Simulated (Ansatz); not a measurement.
Ansatz (a first-principles code) input (B2GP-PLYP/def2-TZVPD):

Ansatz 0.2 input:
```yaml
crystal:
  periodic: [false, false, false]
  atoms:
    - {symbol: B, position_ang: [-0.18160485, 0.04370785, -0.03515311]}
    - {symbol: F, position_ang: [-0.39392446, 1.29114953, -0.24090304]}
    - {symbol: F, position_ang: [-0.97782706, -0.96100242, -0.02462587]}
    - {symbol: O, position_ang: [1.22471934, -0.29476005, 0.23706800]}
    - {symbol: H, position_ang: [1.93393679, 0.37835662, 0.25821817]}
    - {symbol: H, position_ang: [1.52209645, -1.21013946, 0.41076358]}
basis:
  gaussian:
    orbitals: def2-TZVPD
hamiltonian:
  xc: {name: B2GP-PLYP}
total_charge: 1
magnetization: {spin_polarized: false}
correlation: {electrons: outside_noble_gas}
```

End of the output:

```
integrals: 0.23 GiB planned
1160 factors; integrals over basis functions are off by at most 1.6e-3 eV
mean field: 0.85 GiB planned
mean field evaluation 1: about -8166.0620 eV, gradient 7.6e1 eV
mean field evaluation 2: about -8166.0632 eV, gradient 7.6e1 eV
mean field evaluation 4: about -8173.7246 eV, gradient 3.1e0 eV
mean field evaluation 8: about -8173.7416 eV, gradient 3.3e-1 eV
mean field evaluation 16: about -8173.7418 eV, gradient 2.7e-5 eV
mean field -8173.74182821 eV, -300.3794718254 hartree, gradient 3.2e-6 eV, S^2 0.000000; 0 other end points of the search recorded, 0 dependent functions left out
4 core orbitals not correlated
reference -8173.74192372 eV, -300.3794753354 hartree; 12, 12 occupied and 159, 159 virtual orbitals, 1160 factors
second order -25.25485079 eV of doubles, -0.00000000 eV of singles
Total energy: -8182.83367000 eV, -300.7135908487 hartree
```

It need not be the lowest isomer of its formula.
